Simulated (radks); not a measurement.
The zinc ion Zn4+, configuration [Ne] 3s1 3p6 3d8 4f1 (not the ground configuration). All-electron calculation, Dirac Kohn-Sham, PBE, spin-unpolarised, spherical densities, finite nucleus; open shells fill j = l - 1/2 first; Fermi nuclear charge, rms radius 3.9283 fm. Program: a radial shooting solver on a logarithmic mesh with Libxc functionals.

Radial electron density D(r) = 4 pi r^2 rho(r):

r (bohr),D(r) (e/bohr)
0.005138,4.967
0.006798,7.765
0.008995,11.76
0.01181,16.90
0.01562,23.26
0.02067,29.82
0.02735,34.91
0.03618,36.64
0.04788,34.36
0.06335,30.46
0.08382,29.88
0.1109,35.20
0.1467,41.25
0.1942,38.78
0.2569,27.62
0.3372,19.82
0.4461,21.26
0.5903,22.99
0.781,16.95
1.033,7.936
1.367,2.381
1.809,0.5674
2.394,0.3208
3.167,0.3511
4.191,0.2304
5.545,0.06641
7.337,0.006556
9.707,0.0001540

D(r) has 4 maxima, at r = 0.0353, 0.159, 0.554, 3.04 bohr, and minima at 0.0755, 0.365, 2.34 bohr, inside which lie 2.11, 11.02, 25.17 electrons.
